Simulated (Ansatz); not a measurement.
Ansatz (a first-principles code) input:

Ansatz 0.2 input:
```yaml
crystal:
  periodic: [false, false, false]
  atoms:
    - {symbol: Sb, position_ang: [0.36954007, -0.02857774, 0.44969742]}
    - {symbol: Cl, position_ang: [0.78583708, 0.32362001, -1.75797415]}
    - {symbol: Cl, position_ang: [-1.89445728, -0.23788677, 0.40888190]}
basis:
  gaussian:
    orbitals: def2-SVPD
total_charge: 2
magnetization: {spin_polarized: true, initial_magnetization: 1}
correlation: {method: ccsd_t, electrons: outside_noble_gas}
```

Question: What final total energy does it print?

Answer: -1157.53409 Eh (CCSD(T)/def2-SVPD). The basis has 86 functions.

This state (charge 2, doublet) is run at the relaxed geometry of the species with charge 1 and multiplicity 1.
